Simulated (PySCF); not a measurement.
A small calculation by hand: oscillator strength and radiative lifetime

Ga(F)2(SH) (F₂GaHS), SMILES [F][Ga]([F])[SH].

Coordinates come from a r2SCAN-D4/def2-SVP optimisation. The values are those of a single conformer.

TDDFT-M06-2X/def2-SVPD (PySCF) puts the first singlet state with f over 0.02 at 5.55 eV (vertical), with the transition dipole (0.000, 0.000, 0.494) in atomic units.

### Question
Find the oscillator strength, the wavelength and the radiative lifetime that this transition would have in vacuum if emission retraced absorption.

### Answer

|μ|² = 0.2440 au, so |μ| = 1.26 D. ΔE = 5.55/27.211 = 0.2040 hartree. f = (2/3) ΔE |μ|² = 0.033 (the program prints 0.033).
λ = 1239.84/5.55 = 223 nm; ν = 44764 cm⁻¹.
Einstein's coefficient A = 0.6670 ν² f s⁻¹ (ν in cm⁻¹) = 4.4e7 s⁻¹, so τ = 1/A = 23 ns. This state is S1. The figure is the radiative limit of this one transition; relaxation, internal conversion, crossing to triplets and a medium change what is measured.
